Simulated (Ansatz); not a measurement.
`C=C[N](C)[GeH3]`. The species carries charge 0 and has multiplicity 1.

```xyz
14

C     1.792    1.256    0.193
C     0.598    0.979   -0.341
N    -0.134   -0.174   -0.182
C     0.419   -1.203    0.662
Ge   -1.927   -0.210   -0.610
H     2.277    2.192   -0.048
H     2.312    0.581    0.859
H     0.129    1.710   -0.995
H     0.527   -0.871    1.704
H    -0.221   -2.087    0.648
H     1.411   -1.497    0.302
H    -2.806    0.171    0.599
H    -2.254   -1.647   -1.043
H    -2.124    0.800   -1.748
```

**Question.** List the harmonic frequencies (cm⁻¹, unscaled) at PBE0-D4/def2-TZVP in Ansatz. (An estimate is asked.)

**Answer.** The calculation gave: 76, 109, 213, 231, 283, 308, 408, 614, 625, 680, 704, 808, 842, 864, 887, 997, 1003, 1067, 1138, 1233, 1309, 1361, 1434, 1467, 1473, 1512, 1691, 2123, 2163, 2179, 3001, 3058, 3121, 3158, 3187, 3274.

**Question.** Is this a minimum?

**Answer.** Yes, all 36 modes are real.

**Question.** Give the ideal-gas thermochemistry at 298.15 K and 1 bar (rigid rotor, harmonic oscillator; point group C1, symmetry number 1).

**Answer.** Zero-point energy 290.7 kJ/mol; H(298) − E = 312.9 kJ/mol; entropy 357.6 J/(mol·K), of which translation 169.7, rotation 114.2, vibration 73.6; G(298) − E = 206.3 kJ/mol. Modes under 100 cm⁻¹ are hindered rotations or soft bends, so the harmonic entropy is rough.
